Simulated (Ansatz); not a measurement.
`BC(F)(F)F` and `FB(F)C(F)(F)F` differ in one atom or group.

Ansatz, PBE0-D4/def2-TZVP geometries, multiplicity 1. 

```json
{"property": "size of the dipole moment (PBE/def2-TZVPP) / D", "`BC(F)(F)F`": "1.62"}
{"property": "HOMO energy (PBE0/def2-TZVPP) / eV", "`BC(F)(F)F`": "-10.11"}
{"property": "HOMO–LUMO gap (PBE/def2-TZVPP) / eV", "`BC(F)(F)F`": "4.65"}
{"property": "HOMO–LUMO gap (B3LYP/def2-TZVPP) / eV", "`BC(F)(F)F`": "6.91"}
{"property": "HOMO–LUMO gap (ωB97M-V/def2-TZVPP) / eV", "`BC(F)(F)F`": "11.79"}
{"property": "size of the dipole moment (ωB97M-V/def2-TZVPP) / D", "`BC(F)(F)F`": "1.88"}
```

Task: What does the change do to each property? (An estimate is asked.)

Result: The calculation gave: 
```
                                          property  `FB(F)C(F)(F)F`  shift
    size of the dipole moment (PBE/def2-TZVPP) / D             0.84  -0.78
                HOMO energy (PBE0/def2-TZVPP) / eV           -10.66  -0.55
               HOMO–LUMO gap (PBE/def2-TZVPP) / eV             6.59   1.94
             HOMO–LUMO gap (B3LYP/def2-TZVPP) / eV             8.96   2.05
           HOMO–LUMO gap (ωB97M-V/def2-TZVPP) / eV            14.03   2.24
size of the dipole moment (ωB97M-V/def2-TZVPP) / D             0.93  -0.95
```

With PBE0 the HOMO falls by 0.55 eV and the LUMO rises by 1.55 eV, so the gap widens by about 2.10 eV. PBE moves the HOMO by -0.38 eV and ωB97M-V by -0.55 eV. Dipoles are sizes alone; their direction can turn.

B3LYP here is the variant with VWN-RPA as its local correlation; programs differ in this.
